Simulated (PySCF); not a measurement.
# From a computed spectrum to the compound

A species of 5 atoms with charge 0 has these harmonic modes (PBE, small Gaussian bases with core potentials, PySCF 2.14.0):

| cm⁻¹ | km/mol | symmetry |
| --- | --- | --- |
| 27 | 3.6 | a'' |
| 56 | 0.2 | a' |
| 84 | 0.1 | a' |
| 106 | 7.6 | a'' |
| 183 | 1.6 | a' |
| 248 | 3.3 | a' |
| 266 | 27.3 | a'' |
| 291 | 37.6 | a' |
| 997 | 101.6 | a' |

**Question.** Which species is it, and in which structure?

**Answer.** WOBr3 (doublet):
```xyz
5

W     0.2128    0.0000    0.3544
O     1.4916    0.0000    1.4755
Br    0.6221    1.8359   -1.1899
Br   -2.0424    0.0000    1.2546
Br    0.6221   -1.8359   -1.1899
```
Ideal gas at 298.15 K and 1 bar: S = 428.4 J/(mol K), Cp = 97.3 J/(mol K), H − H(0 K) = 23.6 kJ/mol (rigid rotor, harmonic modes, spin degeneracy alone; the modes under 60 cm⁻¹ make these uncertain). Open shells may have lower solutions than the one found.
 The answer isn't unique; the calculation gave this one.
